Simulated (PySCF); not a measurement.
## Adding and removing an electron: BeS

RHF-CCSD(T); Be jorge-DZP-DKH, S jorge-DZP-DKH; spin-free X2C with a Gaussian nucleus (PySCF 2.14). Neutral (RHF): singlet (closed shell), Re = 1.780 Å, ωe = 958 cm⁻¹, De = 2.63 eV.

BeS⁺ (UHF): doublet (π ↑), Re = 1.873 Å, ωe = 835 cm⁻¹, De = 3.05 eV to Be⁺ + S. The energies at the minima are -413.41276 hartree for BeS and -413.08755 for BeS⁺.

**Question.** Work out the adiabatic ionisation energy, without and with harmonic zero-point energies (1 hartree = 27.2114 eV, 1 eV = 8065.5 cm⁻¹), and the change of the bond length.

**Answer.** At CCSD(T): 0.32521 hartree = 8.849 eV between the minima; the zero-point term (835.0 − 958.0)/2 cm⁻¹ = -0.008 eV makes it 8.842 eV. Re changes by +9.3 pm against the neutral. The electron leaves a π orbital, and the longer bond of the ion fits a bonding orbital, or a change in how ionic the bond is.

Correlated steps freeze 5 core orbitals. Correlated levels converge slowly with the basis: in double zeta they bind strong bonds too weakly, by up to about 1 eV, and carry superposition errors of some tenths. For an ion De counts to the pair picked by the measured ionisation energies or electron affinities, which need not be the lowest pair at this level. Where the molecule has an RHF reference, its open-shell atoms are computed with UHF. The CCSD T1 diagnostic is raised in BeS, a sign that a single reference may not be enough there. States were picked by a PBE0 search and need not be the measured ground states.

Neutral and ion stand on different kinds of reference determinant, which adds to the error of the difference.
